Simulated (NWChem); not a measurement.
Program: NWChem. System: AlCl, charge 0, spin multiplicity 1, at a geometry optimised with PBE0/def2-SVP. The structure started from a generated list of species. Level: constrained B3LYP/def2-SVP, VWN1-RPA local correlation.

The NWChem input:

```
start mol
memory heap 200 mb stack 900 mb global 1100 mb
geometry units angstroms nocenter noautoz noautosym
  Al     0.000000     0.000000    -1.216591
  Cl     0.000000     0.000000     0.930334
end
basis spherical
  * library def2-svp
end
dft
  xc b3lyp
  semidirect memsize 60000000 filesize 0
  iterations 100
  convergence nolevelshifting
  cdft 1 1 charge -1.0 pop lowdin
end
task dft energy
```

Output (cleaned and shortened):

```
             Northwest Computational Chemistry Package (NWChem) 7.3.0
             --------------------------------------------------------

                                NWChem Input Module
                                -------------------

 Scaling coordinates for geometry "geometry" by  1.889725989
 (inverse scale =  0.529177249)

                             Geometry "geometry" -> ""
                             -------------------------

 Output coordinates in angstroms (scale by  1.889725989 to convert to a.u.)

  No.       Tag          Charge          X              Y              Z
 ---- ---------------- ---------- -------------- -------------- --------------
    1 Al                  13.0000     0.00000000     0.00000000    -1.21659100
    2 Cl                  17.0000     0.00000000     0.00000000     0.93033400

 Effective nuclear repulsion energy (a.u.)      54.4724068279

            Nuclear Dipole moment (a.u.)
            ----------------------------
        X                 Y               Z
 ---------------- ---------------- ----------------
     0.0000000000     0.0000000000    -0.0000094486


 Summary of "ao basis" -> "" (spherical)
 ------------------------------------------------------------------------------
       Tag                 Description            Shells   Functions and Types
 ---------------- ------------------------------  ------  ---------------------
 *                          def2-svp                  on all atoms

                                 NWChem DFT Module
                                 -----------------

 Summary of "ao basis" -> "ao basis" (spherical)
 ------------------------------------------------------------------------------
       Tag                 Description            Shells   Functions and Types
 ---------------- ------------------------------  ------  ---------------------
 Al                         def2-svp                 8       18   4s3p1d
 Cl                         def2-svp                 8       18   4s3p1d

 Summary of "ao basis" -> "ao basis" (spherical)
 ------------------------------------------------------------------------------
       Tag                 Description            Shells   Functions and Types
 ---------------- ------------------------------  ------  ---------------------
 Al                         def2-svp                 8       18   4s3p1d
 Cl                         def2-svp                 8       18   4s3p1d

            General Information
            -------------------
          SCF calculation type: DFT
          Wavefunction type:  closed shell.
          No. of atoms     :     2
          No. of electrons :    30
           Alpha electrons :    15
            Beta electrons :    15
          Charge           :     0
          Spin multiplicity:     1
          Use of symmetry is: off; symmetry adaption is: off
          Maximum number of iterations: 100
          AO basis - number of functions:    36
                     number of shells:    16
          Convergence on energy requested:  1.00D-06
          Convergence on density requested:  1.00D-05
          Convergence on gradient requested:  5.00D-04

              XC Information
              --------------
                         B3LYP Method XC Potential
                     Hartree-Fock (Exact) Exchange  0.200
                        Slater Exchange Functional  0.800 local
                    Becke 1988 Exchange Functional  0.720 non-local
              Lee-Yang-Parr Correlation Functional  0.810
                  VWN I RPA Correlation Functional  0.190 local

             Grid Information
             ----------------
          Grid used for XC integration:  medium
          Radial quadrature: Mura-Knowles
          Angular quadrature: Lebedev.
          Tag              B.-S. Rad. Rad. Pts. Rad. Cut. Ang. Pts.
          ---              ---------- --------- --------- ---------
          Al                  1.25       88           7.0       590
          Cl                  1.00       88           8.0       590
          Grid pruning is: on
          Number of quadrature shells:   176
          Spatial weights used:  Erf1

          Convergence Information
          -----------------------
          Convergence aids based upon iterative change in
          total energy or number of iterations.
          Levelshifting, if invoked, occurs when the
          HOMO/LUMO gap drops below (HL_TOL):  1.00D-02
          DIIS, if invoked, will attempt to extrapolate
          using up to (NFOCK): 10 stored Fock matrices.

                    Damping( 0%)  Levelshifting(0.0)       DIIS
                  --------------- ------------------- ---------------
          dE  on:    start             N/A                start
          dE off:    2 iters           N/A              100 iters

      Screening Tolerance Information
      -------------------------------
          Density screening/tol_rho:  1.00D-10
          AO Gaussian exp screening on grid/accAOfunc:  14
          CD Gaussian exp screening on grid/accCDfunc:  20
          XC Gaussian exp screening on grid/accXCfunc:  20
          Schwarz screening/accCoul:  1.00D-08

      Superposition of Atomic Density Guess
      -------------------------------------

 Sum of atomic energies:        -701.11493642

      Non-variational initial energy
      ------------------------------

 Total energy =    -701.198372
 1-e energy   =   -1080.013089
 2-e energy   =     324.342309
 HOMO         =      -0.263724
 LUMO         =       0.016235

------------------------------------------------------------
EAF file 0: "./mol.aoints.0" size=524288 bytes
------------------------------------------------------------
               write      read    awrite     aread      wait
               -----      ----    ------     -----      ----
     calls:        1         0         0         0         0
   data(b): 5.24e+05  0.00e+00  0.00e+00  0.00e+00
   time(s): 0.00e+00  0.00e+00  0.00e+00  0.00e+00  0.00e+00
rate(mb/s): 0.00e+00  0.00e+00
------------------------------------------------------------

   convergence    iter        energy       DeltaE   RMS-Dens  Diis-err    time
 ---------------- ----- ----------------- --------- --------- ---------  ------
 d= 0,ls=0.0,diis     1   -702.4642271408 -7.57D+02  4.26D-02  1.97D-01     0.6
 CDFT multipliers:
      1       -0.0836469258
      iter =    6
 d= 0,ls=0.0,diis     2   -702.1862635133  2.78D-01  1.15D-02  1.23D+00     0.7
 CDFT multipliers:
      1       -0.1859465619
      iter =    7
 d= 0,ls=0.0,diis     3   -702.2342102099 -4.79D-02  1.89D-02  5.19D-01     0.8
 CDFT multipliers:
      1       -0.3660818247
      iter =    6
 d= 0,ls=0.0,diis     4   -702.2666699161 -3.25D-02  2.43D-03  9.23D-03     0.9
 CDFT multipliers:
      1       -0.3851599560
      iter =    5
 d= 0,ls=0.0,diis     5   -702.2672866514 -6.17D-04  6.18D-04  4.68D-04     1.0
 CDFT multipliers:
      1       -0.3894763776
      iter =    5
  Resetting Diis
 d= 0,ls=0.0,diis     6   -702.2673278385 -4.12D-05  1.90D-04  2.16D-05     1.1
 CDFT multipliers:
      1       -0.3907354766
      iter =    2
 d= 0,ls=0.0,diis     7   -702.2673298124 -1.97D-06  1.80D-05  4.85D-08     1.1
 CDFT multipliers:
      1        0.0000459140
      iter =    2
 d= 0,ls=0.0,diis     8   -702.2673297935  1.89D-08  1.78D-09  8.56D-01     1.2
 CDFT multipliers:
      1       -0.3906895581
      iter =    2
 d= 0,ls=0.0,diis     9   -702.2673298194 -2.58D-08  5.91D-06  7.65D-09     1.3
  CDFT final multipliers
      1       -0.3907012320

         Total DFT energy =     -702.267329820934
      One electron energy =    -1077.435579732715
           Coulomb energy =      367.362389983782
    Exchange-Corr. energy =      -46.666546899874
 Nuclear repulsion energy =       54.472406827874

 Numeric. integr. density =       29.999999941558

     Total iterative time =      1.1s

                       DFT Final Molecular Orbital Analysis
                       ------------------------------------

 Vector   13  Occ=2.000000D+00  E=-5.623298D-01
              MO Center= -1.2D-10,  1.3D-10,  3.9D-01, r^2= 2.4D+00
   Bfn.  Coefficient  Atom+Function         Bfn.  Coefficient  Atom+Function
  ----- ------------  ---------------      ----- ------------  ---------------
    26      0.324845  2 Cl px                29      0.325819  2 Cl px
    27     -0.314310  2 Cl py                30     -0.315253  2 Cl py
    11      0.262729  1 Al px                12     -0.254208  1 Al py
    23      0.178068  2 Cl px                24     -0.172293  2 Cl py
     8      0.102952  1 Al px                 9     -0.099614  1 Al py

 Vector   14  Occ=2.000000D+00  E=-5.623298D-01
              MO Center= -3.7D-09, -3.9D-09,  3.9D-01, r^2= 2.4D+00
   Bfn.  Coefficient  Atom+Function         Bfn.  Coefficient  Atom+Function
  ----- ------------  ---------------      ----- ------------  ---------------
    27      0.324845  2 Cl py                30      0.325819  2 Cl py
    26      0.314310  2 Cl px                29      0.315253  2 Cl px
    12      0.262729  1 Al py                11      0.254208  1 Al px
    24      0.178068  2 Cl py                23      0.172293  2 Cl px
     9      0.102952  1 Al py                 8      0.099614  1 Al px

 Vector   15  Occ=2.000000D+00  E=-5.462608D-01
              MO Center=  1.9D-09,  3.9D-09, -8.5D-01, r^2= 3.7D+00
   Bfn.  Coefficient  Atom+Function         Bfn.  Coefficient  Atom+Function
  ----- ------------  ---------------      ----- ------------  ---------------
     4      0.445904  1 Al s                 31      0.362735  2 Cl pz
    28      0.340791  2 Cl pz                 3      0.326640  1 Al s
    10     -0.254590  1 Al pz                 2      0.217165  1 Al s
    13     -0.194256  1 Al pz                25      0.187501  2 Cl pz
     7      0.136627  1 Al pz                16     -0.093993  1 Al d  0

 Vector   16  Occ=0.000000D+00  E=-3.864871D-01
              MO Center=  1.4D-10, -1.1D-10, -7.4D-01, r^2= 4.3D+00
   Bfn.  Coefficient  Atom+Function         Bfn.  Coefficient  Atom+Function
  ----- ------------  ---------------      ----- ------------  ---------------
    12     -0.544455  1 Al py                11      0.504023  1 Al px
    30      0.305931  2 Cl py                29     -0.283213  2 Cl px
    27      0.225309  2 Cl py                26     -0.208578  2 Cl px
     9     -0.196426  1 Al py                 8      0.181839  1 Al px
    24      0.123674  2 Cl py                 6      0.115900  1 Al py

 Vector   17  Occ=0.000000D+00  E=-3.864871D-01
              MO Center=  2.5D-09,  2.4D-09, -7.4D-01, r^2= 4.3D+00
   Bfn.  Coefficient  Atom+Function         Bfn.  Coefficient  Atom+Function
  ----- ------------  ---------------      ----- ------------  ---------------
    11      0.544455  1 Al px                12      0.504023  1 Al py
    29     -0.305931  2 Cl px                30     -0.283213  2 Cl py
    26     -0.225309  2 Cl px                27     -0.208578  2 Cl py
     8      0.196426  1 Al px                 9      0.181839  1 Al py
    23     -0.123674  2 Cl px                 5     -0.115900  1 Al px

 Vector   18  Occ=0.000000D+00  E=-3.211300D-01
              MO Center= -1.1D-09, -1.2D-09, -6.8D-01, r^2= 5.3D+00
   Bfn.  Coefficient  Atom+Function         Bfn.  Coefficient  Atom+Function
  ----- ------------  ---------------      ----- ------------  ---------------
     4      1.212984  1 Al s                 13      1.149865  1 Al pz
     3     -0.731023  1 Al s                 22     -0.702860  2 Cl s
    31      0.303930  2 Cl pz                21     -0.248261  2 Cl s
    20      0.179572  2 Cl s                 16     -0.106581  1 Al d  0
    28      0.101781  2 Cl pz                 2     -0.094084  1 Al s

     ---------------------------------------------
      Total Density - Mulliken Population Analysis
     ---------------------------------------------

    Atom       Charge   Shell Charges
 -----------   ------   -------------------------------------------------------
    1 Al  13    14.13   2.00  1.99  1.26  0.84  5.91  0.71  1.25  0.18
    2 Cl  17    15.87   2.00  1.99  1.38  0.31  5.93  2.05  2.21  0.01

     -------------------------------------------
      Total Density - Lowdin Population Analysis
     -------------------------------------------

    Atom       Charge   Shell Charges
 -----------   ------   -------------------------------------------------------
    1 Al  13    14.00   2.00  1.97  1.05  0.90  5.80  0.86  1.24  0.20
    2 Cl  17    16.00   2.00  1.96  1.06  0.70  5.80  2.05  2.42  0.01

 center of mass
 --------------
 x =   0.00000000 y =   0.00000000 z =  -0.00893118

 moments of inertia (a.u.)
 ------------------
         250.689103472663           0.000000000000           0.000000000000
           0.000000000000         250.689103472663           0.000000000000
           0.000000000000           0.000000000000           0.000000000000

     Multipole analysis of the density
     ---------------------------------

     L   x y z        total         alpha         beta         nuclear
     -   - - -        -----         -----         ----         -------
     0   0 0 0     -0.000000    -15.000000    -15.000000     30.000000

     1   1 0 0      0.000000      0.000000      0.000000      0.000000
     1   0 1 0      0.000000      0.000000      0.000000      0.000000
     1   0 0 1      3.156595      1.578302      1.578302     -0.000009

     2   2 0 0    -21.534470    -10.767235    -10.767235      0.000000
     2   1 1 0     -0.000000     -0.000000     -0.000000      0.000000
     2   1 0 1     -0.000000     -0.000000     -0.000000      0.000000
     2   0 2 0    -21.534470    -10.767235    -10.767235      0.000000
     2   0 1 1      0.000000      0.000000      0.000000      0.000000
     2   0 0 2    -22.441510    -71.848643    -71.848643    121.255776

 Task  times  cpu:        1.4s     wall:        1.4s

 Total times  cpu:        1.4s     wall:        1.4s
```
